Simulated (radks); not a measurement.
Results of a calculation; reference values are marked as such.
Polarisability of the tantalum ion Ta2+, [Xe] 4f14 5d3, at imaginary frequency. Code: a radial shooting solver on a logarithmic mesh with Libxc functionals. Model: scalar-relativistic Kohn-Sham, LDA (Slater exchange, Perdew-Wang correlation), spin-polarised, spherical densities, finite nucleus; open shells are filled with parallel spins first (spin-orbit coupling, left out, can overturn this in heavy ions); Fermi nuclear charge, rms radius 5.3507 fm. Response by self-consistent Sternheimer equations with the Hartree and adiabatic LDA kernel, the relativistic mass of each level held fixed and spin-orbit coupling left out.

w (hartree),alpha1(iw) (bohr^3)
0.00266,14.80
0.0143,14.78
0.0360,14.63
0.0697,14.18
0.118,13.23
0.186,11.71
0.280,9.852
0.413,7.958
0.605,6.175
0.892,4.543
1.35,3.092
2.12,1.872
3.59,0.9565
6.94,0.3831
17.5,0.09608

Static values: alpha1 = 14.81 bohr^3 (2.194 angstrom^3; uncoupled 20.94). C6 = 84.88, triple-dipole C9 = 798.1 atomic units. One-pole (London) frequency 4 C6 / (3 alpha1^2) = 0.516 hartree, against 0.712 for minus the highest occupied eigenvalue.
